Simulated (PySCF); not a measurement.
Continuum solvent and chemical shifts

Cartesian coordinates in Å; atom numbers follow the order of the lines, from 1:
```xyz
12

B    -1.558   -0.290    0.390
N    -0.076   -0.138    0.042
C     1.038   -0.030   -0.223
C     2.451    0.098   -0.564
C     3.033    1.357   -0.109
C     3.517    2.399    0.264
H    -1.592   -0.593    1.575
H    -2.066    0.799    0.161
H    -1.979   -1.175   -0.341
H     2.548   -0.001   -1.659
H     2.988   -0.760   -0.123
H     3.945    3.327    0.597
```

GIAO PBE0/pcSseg-1 in PySCF 2.14 on one PBE0-D3(BJ)/def2-SVP conformer, non-relativistic, equivalent nuclei averaged. Solvents enter as an IEF-PCM continuum (acetone with ε = 20.5, dimethylsulfoxide with ε = 46.8) around the gas-phase geometry. Shifts are referred to BF3·OEt2, TMS computed in the same medium.

Gas phase, δ in ppm: B1 -36.5, C3 110.5, C6 81.8, C5 70.6, C4 10.4, H10/H11 3.43, H12 2.31, H7/H8/H9 2.17. Dipole moment 7.05 D.

**Question.** How does each δ change in the continuum?

**Answer.** 
```csv
atoms,environment,"Δδ, acetone","Δδ, dimethylsulfoxide"
B1,"boron bonded to N, 3 H",+0.5,+0.5
C3,nitrilium-type carbon,+8.9,+9.3
C6,terminal alkyne carbon,+1.0,+1.0
C5,alkyne carbon,+2.8,+2.9
C4,sp3 CH2 α to a nitrile,+0.9,+1.0
H10/H11,hydrogen on an sp3 CH2 α to a nitrile,+0.51,+0.53
H12,hydrogen on a terminal alkyne carbon,+0.35,+0.36
H7/H8/H9,hydrogen on a boron bonded to N,-0.41,-0.43
```

Changes are relative to the gas phase. The dipole moment becomes 8.73 D in acetone, 8.80 D in dimethylsulfoxide.

**Question.** Which of the listed nuclei move most (in ppm), and what does the model miss? (N and O are left out, as their reference compounds move with the solvent too.)

**Answer.** C3 (nitrilium-type carbon, +9.3 ppm) in dimethylsulfoxide. A continuum only polarises the solute; specific hydrogen bonds, the anisotropy of aromatic solvents and changes of geometry or conformer are outside it.
